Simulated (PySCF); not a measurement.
Atom-mapped SMILES (the numbers label the heavy atoms): `[CH3:1][O:2][SiH2:3][CH:4]([CH3:5])[CH3:6]`. Hydrogens are named by the atom that carries them.

One conformer, non-relativistic, rapidly exchanging positions averaged, isolated molecule. GIAO PBE0/pcSseg-1 shieldings; PBE0-D3(BJ)/def2-SVP structure; PySCF 2.14.0 with density-fitted response routines.

δ = σ(ref) − σ, references computed at the same level: ¹³C (184.41 ppm) and ¹H (31.27 ppm) and ²⁹Si (351.99 ppm) vs TMS; H2O for ¹⁷O (334.56 ppm).

| atoms | nucleus | count | Hirshfeld charge | δ (ppm) |
| --- | --- | --- | --- | --- |
| H(C5)/H(C6) | ¹H | 6 | 0.04 | 1.13 |
| O2 | ¹⁷O | 1 | -0.23 | -5.3 |
| C4 | ¹³C | 1 | -0.10 | 16.2 |
| C1 | ¹³C | 1 | -0.03 | ? |
| H(C1) | ¹H | 3 | 0.04 | ? |
| Si3 | ²⁹Si | 1 | 0.39 | -2.9 |
| H(C4) | ¹H | 1 | 0.04 | 0.45 |
| H(Si3) | ¹H | 2 | -0.09 | ? |
| C5/C6 | ¹³C | 2 | -0.11 | 18.5 |

Estimate the values marked ?.

Results:


- C1: 54.0 ppm, methyl carbon bonded to O; deshielded by the electronegative neighbour
- H(Si3): 4.70 ppm, hydrogen on a silicon bonded to C, O
- H(C1): 3.60 ppm, hydrogen on a methyl carbon bonded to O; its carbon carries O, hence the downfield position

Shifts are as computed. Against solution values, carbons near 30 ppm lie about +2 ppm off and those near 130 ppm about +5 ppm. Of 1211 compounds with measured shifts, 218 miss one by over three times the rms of a fit or turn the order of signals round; such compounds aren't used in these exercises. Experimental scales use liquid or dissolved standards, which lie at an offset from isolated H2O (liquid H2O: subtract about 36 ppm).
